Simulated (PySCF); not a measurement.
**`InChI=1S/C6H9Br/c7-5-4-6-2-1-3-6/h4H,1-3,5H2`**

Molfile (atoms numbered from 1):
```
C6H9Br
     RDKit          3D

 16 16  0  0  0  0  0  0  0  0999 V2000
    3.0555   -1.8377   -0.3669 Br  0  0  0  0  0  0  0  0  0  0  0  0
    2.3758    0.0279   -0.2614 C   0  0  0  0  0  0  0  0  0  0  0  0
    1.0876    0.1619   -0.9798 C   0  0  0  0  0  0  0  0  0  0  0  0
   -0.0860    0.1117   -0.3699 C   0  0  0  0  0  0  0  0  0  0  0  0
   -0.5066   -0.0594    1.0631 C   0  0  0  0  0  0  0  0  0  0  0  0
   -1.9753    0.0147    0.6041 C   0  0  0  0  0  0  0  0  0  0  0  0
   -1.5053    0.2011   -0.8512 C   0  0  0  0  0  0  0  0  0  0  0  0
    3.1646    0.6353   -0.7002 H   0  0  0  0  0  0  0  0  0  0  0  0
    2.2790    0.2295    0.8032 H   0  0  0  0  0  0  0  0  0  0  0  0
    1.1402    0.2618   -2.0554 H   0  0  0  0  0  0  0  0  0  0  0  0
   -0.1921    0.7457    1.7277 H   0  0  0  0  0  0  0  0  0  0  0  0
   -0.2101   -1.0097    1.5068 H   0  0  0  0  0  0  0  0  0  0  0  0
   -2.5311    0.8572    1.0090 H   0  0  0  0  0  0  0  0  0  0  0  0
   -2.5422   -0.8968    0.7755 H   0  0  0  0  0  0  0  0  0  0  0  0
   -1.7659    1.1588   -1.3006 H   0  0  0  0  0  0  0  0  0  0  0  0
   -1.7958   -0.5930   -1.5383 H   0  0  0  0  0  0  0  0  0  0  0  0
  1  2  1  0
  2  3  1  0
  3  4  2  3
  4  5  1  0
  5  6  1  0
  6  7  1  0
  7  4  1  0
  2  8  1  0
  2  9  1  0
  3 10  1  0
  5 11  1  0
  5 12  1  0
  6 13  1  0
  6 14  1  0
  7 15  1  0
  7 16  1  0
M  END
```

Computed, not measured: GIAO PBE/pcSseg-1 magnetisability, rotational g tensor and spin-rotation constants, non-relativistic, gas phase in PySCF. Geometry: GFN2-xTB.

The calculation is non-relativistic, which matters for the atoms heavier than Zn.

Question: Give the nuclear spin-rotation constants along the inertial axes (H = +C I·J) beside the isotropic shieldings.

Answer: Rotational constants 5.0655, 0.6764, 0.6544 GHz. A star marks the isotopologue with that one atom substituted, in its own axes.
```tsv
atom	isotope	Caa (kHz)	Cbb (kHz)	Ccc (kHz)	mean (kHz)	σ (ppm)
Br1	79Br	5.384	1.424	1.023	2.610	2090.9
H8	1H	-0.326	-0.007	-0.051	-0.128	27.6
H9	1H	-0.470	-0.021	-0.018	-0.170	27.5
H10	1H	-0.526	0.026	-0.034	-0.178	25.8
H11	1H	-0.566	-0.072	0.032	-0.202	28.7
H12	1H	-0.322	-0.001	-0.068	-0.130	28.6
H13	1H	-0.016	-0.077	-0.043	-0.045	29.6
H14	1H	-0.541	-0.019	-0.030	-0.197	29.5
H15	1H	-0.312	-0.004	-0.066	-0.128	28.7
H16	1H	-0.544	-0.077	0.035	-0.196	28.7
C2	13C*	0.949	0.139	0.107	0.398	139.3
C3	13C*	1.526	0.240	0.191	0.652	54.7
C4	13C*	2.019	0.261	0.196	0.825	24.9
C5	13C*	0.819	0.111	0.112	0.347	152.7
C6	13C*	0.815	0.097	0.088	0.333	165.5
C7	13C*	0.783	0.120	0.116	0.340	149.6
```
For the geometry as given, no vibrational averaging.

Question: How do the rotational constants and the g tensor change when H8, H9, H10, H11, H12, H13, H14, H15, H16 are replaced by deuterium?

Answer: Constants 3.9441, 0.6141, 0.5936 GHz; g -0.0187, -0.0052, -0.0044, against -0.0238, -0.0054, -0.0048 before.
